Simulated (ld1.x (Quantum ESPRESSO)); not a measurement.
## Pseudopotential generation for germanium (Ge): TM, PBE, scalar-relativistic.

germanium, norm-conserving Troullier–Martins (Kleinman–Bylander form), made with ld1.x (Quantum ESPRESSO) 7.5 (PBE, scalar-relativistic). Core [Ar] 3d10, reference 4s2 4p0 (charge +2). Waves: 4p (bound, empty): rc 2.20 bohr; 4s (bound): rc 1.35 bohr. Local part: the s channel. Core correction: none.

Poles of the logarithmic derivatives, all-electron (AE) and pseudo (PS). s: poles at -1.0 (AE) and -1.0 (PS) Ry. p: poles at 0.3 (AE) and 0.3 (PS) Ry. Test radius 2.41 bohr.

- Cutoffs needed: 40 Ry and 90 Ry (the cutoffs (Ry, on a coarse ladder) from which the occupation-weighted sum of valence levels, in a spherical-Bessel basis at the reference potential, stays within 10 and 1 mRy of its value at 400 Ry)
- Ghost test: no extra level below or beside the all-electron valence levels (p, s, d, f tested) (spherical-Bessel basis up to 400 Ry, 20 bohr box)
- Largest excitation error: +110 meV (all-electron minus pseudo) for 4s1 4p0, out of 7 test configurations
